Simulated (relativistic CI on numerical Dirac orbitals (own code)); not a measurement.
Hyperfine structure of La34+, mass number 139

Computed by Dirac-Coulomb-Breit CI, orbitals from a KLI potential per configuration, model QED (radiative potential, 1s self-energy scaled to tabulated hydrogen-like ionisation energies), unscaled Slater integrals (own radial code, finite nucleus).

Configuration list (outside the closed core [Ne]): 3s2.3p6.3d5, 3s2.3p5.3d6, 3s2.3p4.3d7, 3s.3p6.3d6, 3p6.3d7, 3s.3p5.3d7, 3s2.3p6.3d4.4s, 3s2.3p6.3d4.4p, 3s2.3p4.3d6.4s, 3s2.3p5.3d5.4s, 3s2.3p6.3d4.4f, 3s2.3p6.3d3.4s2, 3s.3p6.3d5.4s. Levels of other configurations are missing.

Nuclear spin I = 7/2, μ = 2.7791 μN, Q = 0.206 b (tables of Stone and Pyykkö). The electronic factors are computed for point nuclear moments, without core polarisation or the Bohr-Weisskopf and QED corrections.

```csv
Level,E (cm⁻¹),A (MHz),B (MHz)
3s2.3p6.3d5 4G_9/2,214361,15300,5100
3s2.3p6.3d5 4P_1/2,228290,-4713,
3s2.3p6.3d5 2D_3/2,314476,27450,-4390
3s2.3p6.3d5 2I_11/2,327748,17020,293
```

Levels with J = 0, under 50 % of one LS term, or S terms without an open s electron are left out. Small factors come from cancelling terms and can be off by tens of per cent or more.

At this charge energies of transitions that change n are usually good to better than 1 %, and those within a shell (Δn = 0) to a few per cent. Terms inside the open d or f shell come out 10 to 20 % too wide with unscaled integrals.

(1) Give the hyperfine levels of 3s2.3p6.3d5 4G_9/2 relative to its centre of gravity.

Answers

(1) With K = F(F + 1) − I(I + 1) − J(J + 1), E = AK/2 + B[¾K(K + 1) − I(I + 1)J(J + 1)]/[2I(2I − 1)J(2J − 1)]: F = 1: -292200, F = 2: -262300, F = 3: -217300, F = 4: -157100, F = 5: -81380, F = 6: 10170, F = 7: 117900, F = 8: 242200 MHz.

LS names give the leading component of a level, which can be under half, so a name can repeat, a term be missing and a line seem to break the LS rules.
